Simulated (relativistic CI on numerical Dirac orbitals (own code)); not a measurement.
From line strength to rate: Cr I 5206.02 Å (air)

Problem. For 3d⁵4s ⁵S2 – 3d⁵4p ⁵P°2 of Cr I a semi-empirical relativistic CI calculation gives the line strength S = 17.27 e²a₀² in the length gauge. The measured levels are 7593.16 and 26796.28 cm⁻¹ (NIST Handbook). Find gf, f, A and the partial lifetime.

Working.
1. σ = 26796.28 − 7593.16 = 19203.12 cm⁻¹, so the vacuum wavelength is 10⁸/σ = 5207.49 Å.
2. gf = 303.756 S/λ(Å) = 1.007, log gf = 0.003; with g = 5 for the lower level, f = 0.201.
3. A = 2.02613 × 10¹⁸ S/(g_u λ³) with g_u = 5: A = 4.96 × 10^7 s⁻¹.
4. The partial lifetime for this S is 1/A = 20.2 ns; in the calculation this line carries 64 % of the decay of the upper level.

Check. The Handbook lists A = 5.14 × 10^7 s⁻¹, a tabulated value with its own uncertainty (a few per cent for the best lines, 25 % or more for others); ours lies 4 % below it. The velocity form of the same calculation gives S = 10.3, and the gap between the two forms is a rough gauge of the error in S. With the computed energy (20015 cm⁻¹) in place of the measured one the rate would change by the factor (σ_calc/σ)³ = 1.13.
